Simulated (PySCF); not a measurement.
I2In (SMILES [I][In+][I]), charge +1, singlet, at a GFN2-xTB geometry (such geometries of metal compounds can be far from the true shape) (core potentials on I, In). Base run: PBE0/def2-SVP in PySCF.

Here is a job for PySCF.
```python
from pyscf import gto, scf, dft, solvent

mol = gto.Mole()
mol.atom = '''
    In    0.000000    0.000000    0.000000
    I    -0.000000   -0.000000   -2.718501
    I     0.000000    0.000000    2.718501
'''
mol.basis = 'def2-svp'
mol.ecp = {'I': 'def2-svp', 'In': 'def2-svp'}
mol.charge = 1
mol.spin = 0
mol.verbose = 4
mol.build()

mf = dft.RKS(mol)
mf.xc = 'pbe0'
mf.kernel()
mf.analyze()
```

The base run was repeated with changes; each row names its change, and settings that it needs were set with it.

```json
[
 {"change": "base", "ΔE vs base (kcal/mol)": "0.000", "HOMO-LUMO gap (eV)": "3.44"},
 {"change": "model = IEF-PCM; solvent = 2-propanol; vdw_scale = 1.0", "ΔE vs base (kcal/mol)": "-86.1", "HOMO-LUMO gap (eV)": "3.95"},
 {"change": "model = IEF-PCM; solvent = 2-propanol; vdw_scale = 1.1", "ΔE vs base (kcal/mol)": "-70.8", "HOMO-LUMO gap (eV)": "3.78"},
 {"change": "model = SS(V)PE; solvent = 2-propanol", "ΔE vs base (kcal/mol)": "-59.11", "HOMO-LUMO gap (eV)": "3.66"},
 {"change": "model = IEF-PCM; solvent = dimethylsulfoxide", "ΔE vs base (kcal/mol)": "___", "HOMO-LUMO gap (eV)": "3.67"},
 {"change": "model = IEF-PCM; solvent = 2-propanol; lebedev_order = 11", "ΔE vs base (kcal/mol)": "___", "HOMO-LUMO gap (eV)": "3.66"},
 {"change": "model = IEF-PCM; solvent = 2-propanol", "ΔE vs base (kcal/mol)": "-60.64", "HOMO-LUMO gap (eV)": "3.66"},
 {"change": "model = IEF-PCM; solvent = toluene", "ΔE vs base (kcal/mol)": "-35.28", "HOMO-LUMO gap (eV)": "3.54"},
 {"change": "model = IEF-PCM; solvent = 2-propanol; r_probe = 0.5", "ΔE vs base (kcal/mol)": "-46.38", "HOMO-LUMO gap (eV)": "3.51"},
 {"change": "model = IEF-PCM; solvent = water", "ΔE vs base (kcal/mol)": "___", "HOMO-LUMO gap (eV)": "3.67"},
 {"change": "model = IEF-PCM; solvent = acetonitrile", "ΔE vs base (kcal/mol)": "-62.42", "HOMO-LUMO gap (eV)": "3.67"},
 {"change": "model = IEF-PCM; solvent = 2-propanol; vdw_scale = 1.4", "ΔE vs base (kcal/mol)": "-48.72", "HOMO-LUMO gap (eV)": "3.53"}
]
```

Question: What belongs in the gaps?

Answer: 
- model = IEF-PCM; solvent = dimethylsulfoxide, ΔE vs base (kcal/mol): -62.9
- model = IEF-PCM; solvent = 2-propanol; lebedev_order = 11, ΔE vs base (kcal/mol): -60.94
- model = IEF-PCM; solvent = water, ΔE vs base (kcal/mol): -63.6

The base is the gas phase, so ΔE is the electrostatic part of solvation at a fixed geometry, without cavity and dispersion terms.
